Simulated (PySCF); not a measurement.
C6H16N, charge +1, singlet, geometry from GFN2-xTB; PySCF with CCSD(T)/STO-3G.

Here is a job for PySCF.
```python
from pyscf import gto, scf, cc

mol = gto.Mole()
mol.atom = '''
    C     0.079666    2.539458   -0.623977
    C     0.723640    1.163841   -0.647838
    N     0.044079    0.220196    0.288025
    C     0.973082   -0.825813    0.815530
    C     1.537329   -1.748276   -0.250973
    C    -1.203839   -0.337405   -0.305066
    C    -2.097264   -0.999560    0.729529
    H    -0.952055    2.520975   -0.964470
    H     0.114293    2.972000    0.373886
    H     0.629815    3.199799   -1.288421
    H     0.689082    0.739934   -1.652066
    H     1.768026    1.252526   -0.343486
    H    -0.249098    0.776986    1.100143
    H     0.433760   -1.410088    1.562081
    H     1.790760   -0.307072    1.320892
    H     2.070344   -1.201219   -1.022828
    H     0.769290   -2.361335   -0.712810
    H     2.245857   -2.421608    0.223903
    H    -1.744551    0.488961   -0.768491
    H    -0.926282   -1.044347   -1.086790
    H    -1.668091   -1.916545    1.122555
    H    -3.042600   -1.259077    0.261105
    H    -2.312795   -0.324733    1.555395
'''
mol.basis = 'sto-3g'
mol.charge = 1
mol.spin = 0
mol.verbose = 4
mol.build()

mf = scf.RHF(mol)
mf.kernel()

mycc = cc.CCSD(mf, frozen=7)
mycc.kernel()
et = mycc.ccsd_t()
print('E(CCSD(T)) = %.10f' % (mycc.e_tot + et))
```

What the program printed (banner, timings and long lists left out):

```
PySCF version 2.14.0

[INPUT] verbose = 4
[INPUT] num. atoms = 23
[INPUT] num. electrons = 58
[INPUT] charge = 1
[INPUT] spin (= nelec alpha-beta = 2S) = 0
[INPUT] symmetry False subgroup None
[INPUT] Mole.unit = angstrom
[INPUT] Symbol           X                Y                Z      unit          X                Y                Z       unit  Magmom
[INPUT]  1 C      0.079666000000   2.539458000000  -0.623977000000 AA    0.150546921440   4.798880124836  -1.179145638028 Bohr   0.0
[INPUT]  2 C      0.723640000000   1.163841000000  -0.647838000000 AA    1.367481412780   2.199340742540  -1.224236393086 Bohr   0.0
[INPUT]  3 N      0.044079000000   0.220196000000   0.288025000000 AA    0.083297237845   0.416110133725   0.544288367028 Bohr   0.0
[INPUT]  4 C      0.973082000000  -0.825813000000   0.815530000000 AA    1.838858476744  -1.560560400105   1.541128346367 Bohr   0.0
[INPUT]  5 C      1.537329000000  -1.748276000000  -0.250973000000 AA    2.905130773351  -3.303762830150  -0.474270234660 Bohr   0.0
[INPUT]  6 C     -1.203839000000  -0.337405000000  -0.305066000000 AA   -2.274926008070  -0.637603043059  -0.576491189917 Bohr   0.0
[INPUT]  7 C     -2.097264000000  -0.999560000000   0.729529000000 AA   -3.963254570910  -1.888894645070   1.378610009928 Bohr   0.0
[INPUT]  8 H     -0.952055000000   2.520975000000  -0.964470000000 AA   -1.799123205523   4.763952316875  -1.822584155359 Bohr   0.0
[INPUT]  9 H      0.114293000000   2.972000000000   0.373886000000 AA    0.215982467955   5.616266042207   0.706542141809 Bohr   0.0
[INPUT] 10 H      0.629815000000   3.199799000000  -1.288421000000 AA    1.190177859143   6.046743763657  -2.434762823138 Bohr   0.0
[INPUT] 11 H      0.689082000000   0.739934000000  -1.652066000000 AA    1.302176257368   1.398272610254  -3.121952279706 Bohr   0.0
[INPUT] 12 H      1.768026000000   1.252526000000  -0.343486000000 AA    3.341084921110   2.366931103897  -0.649094467622 Bohr   0.0
[INPUT] 13 H     -0.249098000000   0.776986000000   1.100143000000 AA   -0.470726998177   1.468290742621   2.078968967857 Bohr   0.0
[INPUT] 14 H      0.433760000000  -1.410088000000   1.562081000000 AA    0.819687603791  -2.664680131536   2.951905274387 Bohr   0.0
[INPUT] 15 H      1.790760000000  -0.307072000000   1.320892000000 AA    3.384045954826  -0.580281980522   2.496124120129 Bohr   0.0
[INPUT] 16 H      2.070344000000  -1.201219000000  -1.022828000000 AA    3.912383143637  -2.269974925624  -1.932864792537 Bohr   0.0
[INPUT] 17 H      0.769290000000  -2.361335000000  -0.712810000000 AA    1.453747410367  -4.462276438350  -1.347015678851 Bohr   0.0
[INPUT] 18 H      2.245857000000  -2.421608000000   0.223903000000 AA    4.244054644937  -4.576175901056   0.423115348468 Bohr   0.0
[INPUT] 19 H     -1.744551000000   0.488961000000  -0.768491000000 AA   -3.296723600336   0.924002375593  -1.452237519193 Bohr   0.0
[INPUT] 20 H     -0.926282000000  -1.044347000000  -1.086790000000 AA   -1.750419294114  -1.973529809011  -2.053735454916 Bohr   0.0
[INPUT] 21 H     -1.668091000000  -1.916545000000   1.122555000000 AA   -3.152235140852  -3.621745155405   2.121321509761 Bohr   0.0
[INPUT] 22 H     -3.042600000000  -1.259077000000   0.261105000000 AA   -5.749680706602  -2.379310699739   0.493416939755 Bohr   0.0
[INPUT] 23 H     -2.312795000000  -0.324733000000   1.555395000000 AA   -4.370549132263  -0.613656433608   2.939270565518 Bohr   0.0

nuclear repulsion = 351.97020588215
number of shells = 37
number of NR pGTOs = 153
number of NR cGTOs = 51
basis = sto-3g
ecp = {}

******** <class 'pyscf.scf.hf.RHF'> ********
method = RHF
initial guess = minao
damping factor = 0
level_shift factor = 0
DIIS = <class 'pyscf.scf.diis.CDIIS'>
diis_start_cycle = 1
diis_space = 8
diis_damp = 0
SCF conv_tol = 1e-09
SCF conv_tol_grad = None
SCF max_cycles = 50
direct_scf = True
direct_scf_tol = 1e-13
Set gradient conv threshold to 3.16228e-05
Initial guess from minao.
init E= -288.855648389925
  HOMO = -0.327403051471128  LUMO = 0.367978025283717  gap/eV = 18.92228
cycle= 1 E= -287.316613281155  delta_E= 1.54  |g|= 0.417  |ddm|= 5.35
  HOMO = -0.657163515580426  LUMO = 0.196764954706255  gap/eV = 23.23658
cycle= 2 E= -287.378030841091  delta_E= -0.0614  |g|= 0.124  |ddm|= 0.712
  HOMO = -0.63895179473719  LUMO = 0.290029284957983  gap/eV = 25.27886
cycle= 3 E= -287.383038282608  delta_E= -0.00501  |g|= 0.0321  |ddm|= 0.192
  HOMO = -0.640624257768043  LUMO = 0.285642413383015  gap/eV = 25.20500
cycle= 4 E= -287.383459565545  delta_E= -0.000421  |g|= 0.00416  |ddm|= 0.0601
  HOMO = -0.64138701683098  LUMO = 0.284890640342746  gap/eV = 25.20530
cycle= 5 E= -287.38346596245  delta_E= -6.4e-06  |g|= 0.000856  |ddm|= 0.00624
  HOMO = -0.641312516197261  LUMO = 0.285135717080914  gap/eV = 25.20994
cycle= 6 E= -287.383466348477  delta_E= -3.86e-07  |g|= 0.000126  |ddm|= 0.00168
  HOMO = -0.641299053294133  LUMO = 0.285168661201318  gap/eV = 25.21047
cycle= 7 E= -287.383466357199  delta_E= -8.72e-09  |g|= 2.27e-05  |ddm|= 0.000267
  HOMO = -0.641302664124351  LUMO = 0.285168664001986  gap/eV = 25.21057
cycle= 8 E= -287.383466357448  delta_E= -2.49e-10  |g|= 3.27e-06  |ddm|= 4.52e-05
  HOMO = -0.641302355017686  LUMO = 0.285168562138267  gap/eV = 25.21056
Extra cycle  E= -287.383466357455  delta_E= -7.73e-12  |g|= 1.04e-06  |ddm|= 5.57e-06
converged SCF energy = -287.383466357455

******** <class 'pyscf.cc.ccsd.CCSD'> ********
CC2 = 0
CCSD nocc = 22, nmo = 44
frozen orbitals 7
max_cycle = 50
direct = 0
conv_tol = 1e-07
conv_tol_normt = 1e-05
diis_space = 6
diis_start_cycle = 0
diis_start_energy_diff = 1e+09
Init t2, MP2 energy = -287.752987976415  E_corr(MP2) -0.369521618960023
Init E_corr(CCSD) = -0.369521618960468
cycle = 1  E_corr(CCSD) = -0.447491826410648  dE = -0.0779702075  norm(t1,t2) = 0.0702556
cycle = 2  E_corr(CCSD) = -0.471030434126234  dE = -0.0235386077  norm(t1,t2) = 0.0248468
cycle = 3  E_corr(CCSD) = -0.484512395597485  dE = -0.0134819615  norm(t1,t2) = 0.0100349
cycle = 4  E_corr(CCSD) = -0.484923189830163  dE = -0.000410794233  norm(t1,t2) = 0.00137306
cycle = 5  E_corr(CCSD) = -0.484912446078258  dE = 1.07437519e-05  norm(t1,t2) = 0.00033549
cycle = 6  E_corr(CCSD) = -0.484914364644972  dE = -1.91856671e-06  norm(t1,t2) = 6.98083e-05
cycle = 7  E_corr(CCSD) = -0.484914521537257  dE = -1.56892286e-07  norm(t1,t2) = 1.90387e-05
cycle = 8  E_corr(CCSD) = -0.484914816057008  dE = -2.9451975e-07  norm(t1,t2) = 7.40854e-06
cycle = 9  E_corr(CCSD) = -0.484914920119549  dE = -1.04062541e-07  norm(t1,t2) = 2.34856e-06
cycle = 10  E_corr(CCSD) = -0.484914851786314  dE = 6.83332346e-08  norm(t1,t2) = 4.19284e-07
CCSD converged
E(CCSD) = -287.8683812092416  E_corr = -0.4849148517863141
CCSD(T) correction = -0.00337493477260229
E(CCSD(T)) = -287.8717561440
```
